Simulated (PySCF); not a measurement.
C₈H₁₂NP.
SMILES with atom numbers: `[CH3:1][c:2]1[cH:3][c:4]([N:5]([CH3:6])[CH3:7])[cH:8][cH:9][p:10]1`

Probes without a nucleus sit at each ring's centroid and 1 Å off its mean plane on both sides; NICS is minus the shielding there, NICSzz its component along the normal. Level: GIAO PBE0/pcSseg-1 (PySCF, non-relativistic, gas phase) on the GFN2-xTB geometry, one conformer.

Ring bond lengths (Å), with Mayer bond orders in brackets: C2–C3 1.377 (1.44), C3–C4 1.403 (1.33), C4–C8 1.403 (1.31), C8–C9 1.372 (1.54), C9–P10 1.733 (1.28), P10–C2 1.747 (1.27).

Task: Give the NICS values of each ring in ppm.

Result: 
```csv
ring,type,NICS(0),"NICS(1), two faces","NICS(1)zz, two faces",rms pucker (Å),"centre to ring atoms, mean (Å)"
C2–C3–C4–C8–C9–P10,6-membered ring with P; formal bonds all aromatic,-7.2,-9.4 / -9.4,-22.4 / -22.4,0.00,1.50
```

Task: What can be read from them?

Result: 
- C2–C3–C4–C8–C9–P10: mean NICS(1)zz -22.4 ppm, shielded.

Task: And the bond-length index? HOMA = 1 − mean of α(R − Ropt)² over the ring bonds, with Krygowski's 1993 parameters (CC: Ropt 1.388 Å, α 257.7 Å⁻²; CP: Ropt 1.698 Å, α 118.91 Å⁻²).

Result: 
- C2–C3–C4–C8–C9–P10: HOMA 0.89; the largest term is that of P10–C2, α(R − Ropt)² = 0.29.

Task: What are the shieldings of the ring atoms and their hydrogens in the same run (means over atoms taken as equivalent)?

Result: 
```csv
atoms,environment,σ isotropic (ppm)
C2,substituted aromatic carbon,7.2
C3,aromatic CH carbon,63.9
C4,aromatic carbon bearing nitrogen,33.7
C8,aromatic CH carbon,67.0
C9,aromatic CH carbon,21.6
P10,phosphorus bonded to 2 C,171.8
H on C3,aromatic hydrogen,24.51
H on C8,aromatic hydrogen,24.59
H on C9,aromatic hydrogen,22.89
```

Conformer computed: `[CH3:1][c:2]1[cH:3][c:4]([N:5]([CH3:6])[CH3:7])[cH:8][cH:9][p:10]1`: C3–C4–N5–C6 13°.
